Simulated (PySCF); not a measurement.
# One molecule, several mistakes: BGeH7NSi

All numbers below are calculated, not measured. The program is PySCF 2.14.0, an open-source quantum chemistry code, run on an isolated molecule that a program drew, which may never have been made. The molecule is BGeH7NSi (charge 0, doublet), drawn as the SMILES string `B[NH][GeH][SiH3]`.

Each row is a Hartree-Fock (HF) and frozen-core CCSD(T) single point in the cc-pV(D+d)Z basis, meant for a local HF minimum. Run 1 is clean. Each other run has one planted mistake out of seven kinds, and not every kind appears here: one electron removed, one electron added, multiplicity raised by two, geometry at a saddle point, minimal basis STO-3G, one bond length entered in bohr, all coordinates scaled. The reference is restricted for singlets and unrestricted otherwise, and also for a bond in bohr. Adding or removing an electron swaps singlet and doublet. Electrons count all cores. HOMO and LUMO are orbital energies over both spins, the gradient is its largest component, and the lowest frequency (negative if imaginary) is given only where the gradient is small. Bond lengths are over the 10 bonds as drawn. T1 is the CCSD diagnostic: over 0.02 (restricted) or 0.045 (unrestricted) a single reference is doubtful. Germanium has the cc-pVDZ-PP basis, with a core potential (ECP10MDF) in place of its 10 inner electrons, and its 3s, 3p and 3d shells are frozen in CCSD(T).

Geometry of the clean run:
```xyz
11
BGeH7NSi, angstrom
B    -0.4121    2.6664    2.0306
N    -0.7774    1.3989    2.5037
Ge   -2.0241    0.2218    1.7711
Si   -1.1415   -2.0249    1.7190
H     0.3887    3.3246    2.6434
H    -0.8972    3.0887    1.0142
H    -0.3575    1.1039    3.3660
H    -2.3769    0.7977    0.3925
H    -2.2074   -2.9402    1.2519
H     0.0365   -2.1478    0.8278
H    -0.7431   -2.4005    3.0959
```

```
run  electrons  basis functions  <S^2>  HOMO (eV)  LUMO (eV)  gradient (hartree/bohr)  lowest frequency (cm^-1)  mean bond (Å)  longest bond (Å)      T1  HF (hartree)  CCSD(T) (hartree)                          mistake
  1         65              109  0.758      -8.27       0.92                  2.0e-05                        60         1.5070             2.414  0.0158    -665.53879         -666.05318                         no fault
  2         65              109  3.765      -4.02      -2.39                  2.9e-02                         -         1.5070             2.414  0.0261    -665.30271         -665.81414       multiplicity raised by two
  3         65              109  0.757      -8.07       1.23                  7.6e-02                         -         1.3985             2.241  0.0140    -665.47861         -665.98318           all coordinates scaled
  4         65              109  1.359      -8.52       0.68                  1.8e-02                         -         1.6142             2.414  0.0575    -665.41872         -665.93530  one bond length entered in bohr
  5         66              109  0.000      -0.93       8.01                  6.3e-02                         -         1.5070             2.414  0.0174    -665.53680         -666.08529               one electron added
  6         64              109  0.000     -16.36      -6.36                  6.3e-02                         -         1.5070             2.414  0.0186    -665.26918         -665.77799                                ?
```

**Which mistake was planted in run 6, and what did it cost?**

It counts 64 electrons, one fewer than the clean run, at the same geometry and basis. So the mistake is: one electron removed. Subtracting run 1 and multiplying by 627.51 kcal/mol a hartree, the energy moved by 169.2 kcal/mol in HF and 172.7 kcal/mol in CCSD(T).

Cautions from the logs. Run 4: T1 is over the limit, so its CCSD(T) energy is less reliable.
